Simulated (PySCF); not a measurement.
## Tl: excitation energy

Tl [Xe] 4f14 5d10 6s2 6p1 (2P) → Tl [Xe] 4f14 5d10 6s2 7s1 (2S), as a difference of total energies. All numbers are calculated (PySCF 2.14, the spin-free X2C one-electron Hamiltonian (Gaussian nucleus), in aug-cc-pwCVTZ-DK3). Correlated levels: valence: [Xe] 4f14 5d10 frozen. The calculations carry no spin-orbit coupling.

| method | excitation energy (eV) | error (eV) |
| --- | --- | --- |
| UHF | 2.443 | -0.196 |
| MP2 (valence) | 2.499 | -0.140 |
| SCS-MP2 (valence) | 2.500 | -0.139 |
| CCSD (valence) | 2.521 | -0.118 |
| CCSD(T) (valence) | 2.524 | -0.115 |

Reference: 2.639 eV (measured; NIST levels, between the centres of gravity of the two terms).

Errors of the correlated levels include the incompleteness of this basis and the frozen core.
